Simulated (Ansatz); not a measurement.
`C[CH2][Cd][CH2]C` and `C[CH2][Mg][CH2]C` differ in one element.

Ansatz, PBE0-D4/def2-TZVP geometries, multiplicity 1. Each molecule was computed in one conformer, which needn't be the lowest.

Elements past krypton have def2 core potentials.

| property | `C[CH2][Cd][CH2]C` |
| --- | --- |
| LUMO energy (ωB97M-V/def2-TZVPP) / eV | 1.12 |
| HOMO–LUMO gap (PBE0/def2-TZVPP) / eV | 6.06 |
| LUMO energy (B3LYP/def2-TZVPP) / eV | -0.44 |
| HOMO energy (ωB97M-V/def2-TZVPP) / eV | -8.33 |
| LUMO energy (PBE0/def2-TZVPP) / eV | -0.16 |
| HOMO–LUMO gap (B3LYP/def2-TZVPP) / eV | 5.58 |

Give the same properties after the change, and the shifts. (An estimate is asked.)

Computed: 
| property | `C[CH2][Mg][CH2]C` | shift |
| --- | --- | --- |
| LUMO energy (ωB97M-V/def2-TZVPP) / eV | 0.49 | -0.63 |
| HOMO–LUMO gap (PBE0/def2-TZVPP) / eV | 5.37 | -0.69 |
| LUMO energy (B3LYP/def2-TZVPP) / eV | -0.76 | -0.32 |
| HOMO energy (ωB97M-V/def2-TZVPP) / eV | -8.06 | 0.27 |
| LUMO energy (PBE0/def2-TZVPP) / eV | -0.52 | -0.36 |
| HOMO–LUMO gap (B3LYP/def2-TZVPP) / eV | 4.95 | -0.63 |

With PBE0 the HOMO rises by 0.33 eV and the LUMO falls by 0.36 eV, so the gap narrows by about 0.69 eV. PBE moves the HOMO by 0.42 eV and ωB97M-V by 0.27 eV.

B3LYP here is the variant with VWN-RPA as its local correlation; programs differ in this.
